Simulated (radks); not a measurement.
The numbers below are computed, except where a source is named.
Spherical quantum dot in the effective-mass picture: electrons in a hard-walled sphere of radius 8.19, all in effective atomic units (hartree* = m*/eps^2 hartree, bohr* = eps/m* bohr), one dielectric constant everywhere. Level of theory: non-relativistic Kohn-Sham, LDA (Slater exchange, Perdew-Wang correlation), spin-polarised, spherical densities (a radial shooting solver with Libxc functionals). Levels are named by radial order and angular momentum (1s, 1p, 1d, 2s, ...), and open shells are averaged over m. Each electron was tried in the lowest free levels, single moves between levels near the top were tried too, and the lowest total energy was kept; such a search can miss a lower state. At N = 1 the Hartree and exchange-correlation terms need not cancel, so that row can carry a self-interaction error.

\begin{tabular}{lrrrrrr}
N & open shells & 2S & E (hartree*) & addition energy mu(N+1) - mu(N) (hartree*) & e(HOMO) (hartree*) & rms radius (bohr*) \\ \hline
1 & 1s(up 1, down 0) & 1 & 0.0743400 & 0.1748 & 0.14753 & 4.441 \\
2 & none & 0 & 0.323452 & 0.2052 & 0.32318 & 4.797 \\
3 & 1p(up 1, down 0) & 1 & 0.777788 & 0.1448 & 0.52608 & 5.127 \\
4 & 1p(up 2, down 0) & 2 & 1.37688 & 0.1470 & 0.67242 & 5.318 \\
5 & 1p(up 3, down 0) & 3 & 2.12294 & 0.1772 & 0.81976 & 5.453 \\
6 & 1p(up 3, down 1) & 2 & 3.04623 & 0.1420 & 0.99391 & 5.560 \\
7 & 1p(up 3, down 2) & 1 & 4.11152 & 0.1435 & 1.1369 & 5.646 \\
8 & none & 0 & 5.32030 & 0.2116 & 1.2807 & 5.719 \\
9 & 1d(up 1, down 0) & 1 & 6.74071 & 0.1412 & 1.4909 & 5.796 \\
10 & 1d(up 2, down 0) & 2 & 8.30232 & 0.1415 & 1.6323 & 5.860 \\
11 & 1d(up 3, down 0) & 3 & 10.0055 & 0.1417 & 1.7740 & 5.916 \\
12 & 1d(up 4, down 0) & 4 & 11.8503 & 0.1417 & 1.9157 & 5.965 \\
13 & 1d(up 5, down 0) & 5 & 13.8368 & 0.1724 & 2.0573 & 6.008 \\
14 & 1d(up 5, down 1) & 4 & 15.9957 & 0.1391 & 2.2284 & 6.047 \\
15 & 1d(up 5, down 2) & 3 & 18.2937 & 0.1395 & 2.3677 & 6.083 \\
16 & 1d(up 5, down 3) & 2 & 20.7313 & 0.1397 & 2.5073 & 6.116 \\
17 & 1d(up 5, down 4) & 1 & 23.3084 & 0.1398 & 2.6471 & 6.146 \\
18 & none & 0 & 26.0254 & 0.2232 & 2.7869 & 6.174 \\
19 & 1f(up 1, down 0) & 1 & 28.9655 & 0.1384 & 3.0093 & 6.204 \\
20 & 1f(up 2, down 0) & 2 & 32.0441 & 0.1385 & 3.1478 & 6.231 \\
21 & 1f(up 3, down 0) & 3 & 35.2611 & 0.1385 & 3.2863 & 6.257 \\
22 & 1f(up 4, down 0) & 4 & 38.6167 & 0.1385 & 3.4248 & 6.281 \\
23 & 1f(up 5, down 0) & 5 & 42.1107 & 0.1385 & 3.5633 & 6.303 \\
24 & 1f(up 6, down 0) & 6 & 45.7433 & 0.1385 & 3.7018 & 6.324 \\
25 & 1f(up 7, down 0) & 7 & 49.5143 & 0.1691 & 3.8402 & 6.344 \\
26 & 1f(up 7, down 1) & 6 & 53.4544 & 0.1370 & 4.0086 & 6.363 \\
27 & 1f(up 7, down 2) & 5 & 57.5316 & 0.1371 & 4.1457 & 6.380 \\
28 & 1f(up 7, down 3) & 4 & 61.7459 & 0.1372 & 4.2829 & 6.397 \\
29 & 1f(up 7, down 4) & 3 & 66.0974 & 0.1372 & 4.4201 & 6.413 \\
30 & 1f(up 7, down 5) & 2 & 70.5861 & 0.1372 & 4.5573 & 6.429 \\
31 & 1f(up 7, down 6) & 1 & 75.2120 & 0.1372 & 4.6945 & 6.443 \\
32 & none & 0 & 79.9751 & 0.2368 & 4.8317 & 6.458 \\
33 & 1g(up 1, down 0) & 1 & 84.9750 & 0.1364 & 5.0681 & 6.472 \\
34 & 1g(up 2, down 0) & 2 & 90.1113 & - & 5.2045 & 6.487 \\
\end{tabular}

All shells are closed at N = 2, 8, 18, 32 (there: 1s2 1p6 1d10 1f14); the second difference of the energy has clear peaks (12 % above both neighbours; the first and last values, which can be the largest, are not judged, and half-filled shells can peak too) at N = 2, 5, 8, 13, 18, 25, 32.
